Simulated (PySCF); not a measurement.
TiCl2: what the settings change

TiCl2: Ti(II) (d2), charge 0. The structure is a PBE0-D3(BJ)/def2-TZVP geometry optimised for multiplicity 3; coordination linear, point group D∞h, metal–donor distances 2.24 Å.

The d shell alone is too small an active space for TiCl2 (an active orbital has only 0.69 squared overlap with the free ion's shell): its levels, fitted parameters, g values and moments show what this model gives and aren't sound predictions.

```
3

Ti    0.000    0.000    0.000
Cl    0.000    0.000    2.236
Cl    0.000    0.000   -2.236
```

Method (PySCF 2.14, density fitting): CASSCF(2,5) with orbitals averaged over all microstates of the shell, strongly contracted NEVPT2 on the averaged canonical orbitals; basis x2c-TZVPall on the metal, x2c-SVPall elsewhere; spin-free X2C; gas phase; spin-orbit coupling by state interaction with the mean-field operator over all roots.

Base run: NEVPT2 ground state 3Δg, next 3Σg- at 4296, then 3Φg at 5042 cm⁻¹, B(CASSCF) 712, ζ 106 cm⁻¹, μeff(300 K) 3.05 μB.

Task: What happens with the basis x2c-TZVPall on all atoms?

Result: NEVPT2 ground state 3Δg, next 3Σg- at 4371, then 3Φg at 5104 cm⁻¹, B(CASSCF) 709, ζ 106 cm⁻¹, μeff(300 K) 3.05 μB. It took 7.6 s against 6.7 s on a shared host of the same kind.

Task: What happens with orbitals averaged over the highest spin alone?

Result: NEVPT2 ground state 3Δg, next 3Σg- at 4333, then 3Φg at 5038 cm⁻¹, B(CASSCF) 720, ζ 107 cm⁻¹, μeff(300 K) 3.04 μB.

NEVPT2 lifts 3Πg from 3318 to 5959 cm⁻¹; on the d shell alone such lifts tend to overshoot.
